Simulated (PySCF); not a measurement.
Method: PySCF 2.14.0 with M06-2X/def2-TZVP // PBE0-D3(BJ)/def2-TZVP. All species are isolated molecules in the gas phase. 

Reference species (SMILES): `[F][Al][F]` (neutral, multiplicity 2).

```
Quantity        Value
-------------  ------
dipole moment  2.03 D
```

Changed species: `[F][Al][Br]` (radical fragment; the reference has radical fragment).

### Question
Predict the effect on the dipole moment.

### Answer
the dipole moment falls by 0.17 D, to 1.86 D.
